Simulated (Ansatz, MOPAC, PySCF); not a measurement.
Isomers of H5NSi2. Isolated molecules, 0 K electronic values unless said otherwise. Strings in code marks are SMILES.

Quantity: vertical ionisation energy (energy after one electron is removed minus that of the parent at the parent's geometry), in eV. The restricted reference of `N[SiH]=[SiH2]` and `[H]/N=[SiH]\[SiH3]` is unstable towards unrestricted orbitals.

Level 1: PBE-D3(BJ)/def2-TZVP // CAM-B3LYP-D3(BJ)/def2-TZVP (PySCF)
Level 2: PBE/6-31G* // CAM-B3LYP-D3(BJ)/def2-TZVP (PySCF)
Level 3: minus the HOMO energy of PM7 // CAM-B3LYP-D3(BJ)/def2-TZVP (MOPAC)
Level 4: HF/cc-pVTZ // CAM-B3LYP-D3(BJ)/def2-TZVP (Ansatz, an electronic-structure program)

```
species               level 2  level 3  level 4
--------------------  -------  -------  -------
`[SiH2]=N[SiH3]`         8.89     9.66     7.89
`[H]/N=[SiH]\[SiH3]`     8.95    10.08     7.61
`N[SiH]=[SiH2]`          7.48     7.45     6.37
```

### Question
What does level 1 give for each, and how far do the other levels lie from it on average?

### Answer

- `[SiH2]=N[SiH3]`: 8.99
- `[H]/N=[SiH]\[SiH3]`: 9.06
- `N[SiH]=[SiH2]`: 7.59
Mean absolute difference from level 1, which has limits of its own, over these rows (drawn at random from the members that have all these levels): level 2 0.102 eV, level 3 0.61 eV, level 4 1.26 eV.
